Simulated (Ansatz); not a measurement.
ClGeH₄In (`[Cl][InH][GeH3]`) from Hartree–Fock to CCSD(T)

Z-matrix (Å, degrees):
```
Ge
In 1 2.590
H 1 1.538 2 112.0
H 1 1.537 2 109.3 3 120.6
H 1 1.537 2 109.3 3 -120.6
Cl 2 2.353 1 111.2 3 179.8
H 2 1.715 1 137.2 3 -0.2
```

Charge 0, multiplicity 1. Correlated methods include outer-core shells of Ge, In, which these sets cover unevenly. Scalar relativity is left out up to krypton. In: def2 effective core potential. Geometry: relaxed with PBE0-D4/def2-TZVP. Frozen core, restricted reference, Ansatz 0.2.0.

```csv
basis,HF (Eh),MP2 corr.
def2-SVP,-2726.04254,-0.45306
def2-TZVPP,-2726.47245,-0.73837
def2-QZVPP,-2726.52893,-1.21120
```

(1) Estimate the CCSD correlation energy and the (T) correction in each basis where they were run (hartree).

Results:

(1) 
| basis | CCSD corr. | (T) |
| --- | --- | --- |
| def2-SVP | -0.48838 | -0.01294 |
| def2-TZVPP | -0.76731 | -0.02630 |
| def2-QZVPP | -1.19422 | -0.03669 |
